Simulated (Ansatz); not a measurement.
Molecule: sum formula H2BO2F, charge 0, multiplicity 1. 
Geometry from a B3LYP-D3(BJ)/def2-TZVP (Ansatz, a quantum-chemistry and plane-wave program) optimisation:
```
B
F 1 1.3381
O 1 1.3548 2 117.83
H 3 0.9623 1 113.09 2 -180.00
O 1 1.3637 2 120.52 3 180.00
H 5 0.9623 1 113.71 2 0.00
```
Charge 0, spin multiplicity 1.

Atomisation energy built up term by term with Ansatz (kcal/mol; UHF references for open shells; valence terms freeze the core; atomic spin-orbit terms are left out). CBS(X,Y): correlation extrapolated as X^-3; Hartree-Fock from the larger set.

| term | basis | kcal/mol |
|---|---|---|
| Hartree-Fock | cc-pVQZ | ? |
| CCSD correlation | CBS(cc-pVTZ,cc-pVQZ) | ? |
| (T) | CBS(cc-pVTZ,cc-pVQZ) | 11.81 |
| core correlation | cc-pwCVTZ | 2.36 |
| scalar relativity (X2C) | cc-pVTZ-DK against cc-pVTZ | -0.87 |
| sum: De |  | ? |

**Question.** Some entries are withheld; supply them.

**Answer.** 
- Hartree-Fock, kcal/mol: 471.59
- CCSD correlation, kcal/mol: 163.01
- sum: De, kcal/mol: 647.9
